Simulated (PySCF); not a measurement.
A calculated (LDA, PySCF 2.14, Sapporo-DKH3-DZP-2012, scalar relativity by spin-free X2C-1e) atom or ion has these occupied shells.

```
shell  electrons  orbital energy (eV)  rms radius, mean of both spins (bohr)
   1s          2              -9496.3                                 0.0581
   2s          2              -1154.6                                  0.246
   2p          6              -1002.4                                  0.220
   3s          2              -127.81                                  0.734
   3p          6              -82.526                                  0.777
   3d         10               -9.832                                   1.04
   4s          2               -6.044                                   2.87
```

Task: Name the element and its charge.

Result: Zn (zinc, neutral), in [Ar] 3d10 4s2, closed-shell 1S.
